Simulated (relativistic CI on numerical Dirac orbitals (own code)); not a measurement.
## Sensitivity of the levels of Pt V to α and to the nuclear radius

Computed by Dirac-Coulomb-Breit CI, separate exchange-only KLI orbitals for each configuration, valence Slater integrals scaled by 0.85, P86 correlation energy added to each configuration, derivatives by finite differences, QED left out (own radial code, finite nucleus).

Configuration list (outside the closed core [Kr] 4d10 4f14 5s2): 5p⁶5d⁶, 5p⁶5d⁵6s, 5p⁶5d⁵6p, 5p⁶5d⁴6s², 5p⁶5d⁵6d, 5p⁵5d⁷. Levels of other configurations are missing.

With x = (α/α₀)² − 1 an excitation energy changes as ω = ω₀ + qx; K = 2q/ω₀ is the relative enhancement. Terms are leading LS components, so labels can repeat. The field-shift factor is F = δν/δ⟨r²⟩ for the transition from the lowest level.

Lowest level 5p⁶5d⁶ ⁵D4.

| Level | ω₀ (cm⁻¹) | q (cm⁻¹) | F (GHz/fm²) |
| --- | --- | --- | --- |
| 5p⁶5d⁶ ⁵D2 | 6020.0 | 1007 | 0.802 |
| 5p⁶5d⁶ ⁵D3 | 7028.6 | 8360 | 1.2 |
| 5p⁶5d⁶ ⁵D1 | 10125.0 | 9125 | 1.61 |
| 5p⁶5d⁶ ⁵D0 | 10200.9 | 6872 | 1.68 |
| 5p⁶5d⁶ ³H4 | 16214.2 | 1417 | 1.02 |
| 5p⁶5d⁶ ³H5 | 20743.8 | 5402 | 0.995 |
| 5p⁶5d⁶ ³H6 | 21036.1 | 6359 | 0.2 |
| 5p⁶5d⁶ ⁵D2 | 22171.7 | 10750 | 2.36 |
| 5p⁶5d⁶ ³F3 | 24343.3 | 6413 | 2.64 |
| 5p⁶5d⁶ ³F2 | 25414.3 | 6722 | 2.31 |
| 5p⁶5d⁶ ¹S0 | 29149.3 | 8379 | 5.87 |
| 5p⁶5d⁶ ³H4 | 29406.8 | 14570 | 1.99 |
| 5p⁶5d⁶ ³D1 | 31220.2 | 8336 | 5.23 |
| 5p⁶5d⁶ ³G4 | 32043.8 | 11140 | 3.36 |
| 5p⁶5d⁶ ³D2 | 32388.1 | 8236 | 4.72 |
| 5p⁶5d⁶ ³H5 | 32680.6 | 16250 | 2.57 |
| 5p⁶5d⁶ ³D3 | 34377.4 | 10740 | 5.46 |
| 5p⁶5d⁶ ³G3 | 35655.6 | 16160 | 4.28 |
| 5p⁶5d⁶ ¹I6 | 37251.2 | 16090 | 1.66 |
| 5p⁶5d⁶ ³P0 | 39039.9 | 1715 | 3.13 |
| 5p⁶5d⁶ ³P1 | 40145.8 | 21950 | 4.72 |
| 5p⁶5d⁶ ¹F3 | 40925.0 | 4857 | 3.84 |
| 5p⁶5d⁶ ¹G4 | 43254.7 | 18230 | 5.21 |

At this charge configurations can still be misplaced by up to about 7 % of their energy. Levels and lines within the n = 5 or 6 shells can be off by up to 10 % or somewhat more, and those that change n by about 2 %, since core polarisation is missing.

(1) Which transition from the lowest level has the largest |K|?

Answers

(1) 5p⁶5d⁶ ⁵D3 at 7028.6 cm⁻¹, K = 2.38.
